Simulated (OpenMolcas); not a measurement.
A calculation on O³⁺.

```yaml
Program: OpenMolcas
Method: "SS-CASPT2, IPEA 0.25 Eh, imaginary shift 0.1 Eh (closed shells correlated: 1s)"
Basis: ANO-RCC-VQZP [5s4p3d2f1g]
Scalar_Hamiltonian: DKH2, point nucleus
Active_space: 3 electrons in 8 orbitals (2s 2p 3s 3p)
State_averaging: 2S+1 = 4 odd, 1 root; 2S+1 = 2 odd, 11 roots; 2S+1 = 4 even, 3 roots; 2S+1 = 2 even, 9 roots
Spin-orbit_coupling: RASSI with atomic mean-field integrals over the reference wave functions, term energies averaged over their components
```

(1) Which level of the active space comes out lowest?

(2) How high does 2s2 2p 2P* 3/2 lie?

(3) How high does 2s 2p2 2D 3/2 lie?

(4) How high does 2p3 2P* 1/2 lie?

Measured values: Moore, Selected Tables of Atomic Spectra, NSRDS-NBS 3, section 10.

Results:

(1) 2s2 2p 2P* 1/2, with 100 % of that term; it is also the measured ground level.

(2) 0.0465 eV above the lowest level; measured 0.0478 eV above the ground level, so the calculation is off by -3 %.

(3) 15.721 eV above the lowest level; measured 15.7398 eV above the ground level, so the calculation is off by 0 %.

(4) 35.907 eV above the lowest level; measured 35.8333 eV above the ground level, so the calculation is off by 0 %.

Active for correlation alone: 3p 3s; no level in the range computed is led by a configuration that fills them, so any true level of that kind is missing. Measured partners are found by configuration, term and J. A level has none where our copy of the source lacks it or the pairing is in doubt (some pairs that miss far off the trend of their configuration count as doubtful), and it then counts in no deviation. Levels of configurations outside the active space are missing.

* marks odd parity.
